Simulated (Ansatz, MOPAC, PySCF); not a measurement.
System: BiH₅, net charge 0, singlet state. SMILES: [BiH5]
Geometry: optimised at B3LYP-D3(BJ)/def2-TZVP (Ansatz, a quantum-chemistry and plane-wave program).

Quantity: vertical electron affinity to the doublet, in eV. Conventions: 6-31G* and kin with 6d, 5d where marked; PM7 with its own dispersion and hydrogen-bond terms; LANL2DZ with its own core potentials from Na on; each state is the SCF solution reached for its charge and spin; valence correlation only (noble-gas shells and the d and f shells of earlier blocks); open shells spin-unrestricted; def2 sets with scalar-relativistic core potentials past Kr; dispersion terms only where a functional's name holds one; no spin-orbit coupling. First-principles rows: single points at B3LYP-D3(BJ) geometries (Ansatz). Semi-empirical rows: differences of heats of formation at the shared geometry for vertical values.

```
level                                    program  vertical electron affinity to the doublet (eV)
---------------------------------------  -------  ----------------------------------------------
PM7                                        MOPAC                                            0.44
HF/6-31G* with LANL2DZ past Ar            Ansatz                                           -1.24
PBE/6-31G* with LANL2DZ past Ar           Ansatz                                           -0.62
B3LYP/6-31G* with LANL2DZ past Ar         Ansatz                                           -0.55
M06-2X/6-31G* with LANL2DZ past Ar (5d)    PySCF                                           -0.62
MP2/6-31G* with LANL2DZ past Ar           Ansatz                                           -1.42
PBE/def2-TZVPD                            Ansatz                                            0.53
B3LYP/def2-TZVPD                          Ansatz                                            0.59
PBE0/def2-TZVPD                           Ansatz                                            0.46
```

No value to compare with is used here. The 6 habitual levels span -1.42 (MP2/6-31G* with LANL2DZ past Ar) to 0.44 eV (PM7); PBE0/def2-TZVPD gives 0.46.

The levels are drawn from those run, B3LYP/6-31G* more often than the rest, none by its result; left out are runs that failed, that the program found above a lower state of the same kind, or whose <S^2> lies over 0.5 above the pure value.
